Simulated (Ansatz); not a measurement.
## Worked example: ideal-gas entropy of BCl2F (SMILES FB(Cl)Cl)

A singlet with charge 0, relaxed at SVWN5/def2-TZVP (Ansatz 0.2.0):

```xyz
4

F     0.1142   -1.1636   -0.7800
B     0.0077   -0.0789   -0.0529
Cl   -1.5432    0.3731    0.5696
Cl    1.4213    0.8694    0.2633
```

Harmonic wavenumbers in cm⁻¹: 258, 354, 508, 560, 1003, 1336.

Masses in u: F 18.998, B 10.81, Cl 35.45. Take T = 298.15 K, p = 1 bar, R = 8.3145 J/(mol K), kT/hc = 207.22 cm⁻¹, rigid rotor and harmonic oscillator.

Task: Work out S° at 298 K.

Result: 
1. Translation (Sackur–Tetrode): S = R[3/2 ln M + 5/2 ln T − 1.1517] with M = 100.708 gives 166.4 J/(mol K).
2. Rotation: principal moments 71.108, 161.801, 232.909 u Å² give A, B, C = 0.2371, 0.1042, 0.0724 cm⁻¹; the symmetry number is σ = 2; q = (√π/σ)√((kT/hc)³/ABC) = 62506; S = R(ln q + 3/2) = 104.3.
3. Vibration: with u = ν̃/207.22, each mode gives R[u/(eᵘ − 1) − ln(1 − e⁻ᵘ)]; the sum is 17.2, most from 258 cm⁻¹ (7.0), 354 cm⁻¹ (4.8), 508 cm⁻¹ (2.7).
4. Spin: R ln 1 = 0.0.
5. Sum: 166.4 + 104.3 + 17.2 + 0.0 = 287.9 J/(mol K).

No measured value is set beside it here.
